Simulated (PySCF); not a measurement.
Atoms are numbered as in `[CH3:1][P@+:2]12[CH2:3][CH2:4][C@H:5]([CH2:6][CH2:7]1)[CH2:8]2`. Each H is labelled by its parent atom. Ha(C6), Ha(C7) are cis to C4 on the ring; Ha(C3), Ha(C4) are cis to C6 on the ring; Hb(C6), Hb(C7) are trans to C4 on the ring; Hb(C3), Hb(C4) are trans to C6 on the ring.

Geometry: PBE0-D3(BJ)/def2-SVP; GIAO shifts from PySCF, gas phase, non-relativistic, averaged over equivalent atoms.

At PBE0/pcSseg-1 (213 basis functions, 28 s wall time on 1 thread of an Intel Xeon 6975P-C, shared host):
| atoms | δ (ppm) |
| --- | --- |
| C5 | 36.4 |
| C8 | 31.4 |
| C4/C6 | 30.6 |
| C3/C7 | 20.0 |
| C1 | 3.7 |
| P2 | 31.6 |
| H(C5) | 2.93 |
| Hb(C4)/Hb(C6) | 2.23 |
| Ha(C4)/Ha(C6) | 2.16 |
| H(C1) | 2.12 |
| Ha(C3)/Ha(C7) | 1.97 |
| Hb(C3)/Hb(C7) | 1.95 |
| H(C8) | 1.88 |

Shifts are taken against calculated references (same method and geometry level): 13C (σref 184.41), 1H (σref 31.27) vs TMS; 31P (σref 310.13) against H3PO4.

Problem. Predict the values at KT2/pcSseg-1 on the same geometry.

Solution. 
```
        atoms  δ at KT2/pcSseg-1  change
           C5               38.9    +2.5
           C8               31.9    +0.5
        C4/C6               32.7    +2.1
        C3/C7               21.6    +1.6
           C1                4.2    +0.5
           P2               29.8    -1.8
        H(C5)               3.11   +0.18
Hb(C4)/Hb(C6)               2.31   +0.08
Ha(C4)/Ha(C6)               2.24   +0.08
        H(C1)               2.15   +0.03
Ha(C3)/Ha(C7)               2.02   +0.05
Hb(C3)/Hb(C7)               2.01   +0.06
        H(C8)               1.93   +0.05
```

Referencing at the same level of theory: 13C (σ = 183.22 ppm), 1H (σ = 31.18 ppm) vs TMS; 31P (σ = 325.43 ppm) vs H3PO4.

The largest change is at C5 (sp3 CH in a ring). Cost: 213 basis functions, 38 s wall time on 1 thread of an Intel Xeon 6975P-C, shared host. The order of the carbon signals changes between the two levels.

Experimental scales use liquid or dissolved standards, which lie at an offset from isolated H3PO4.
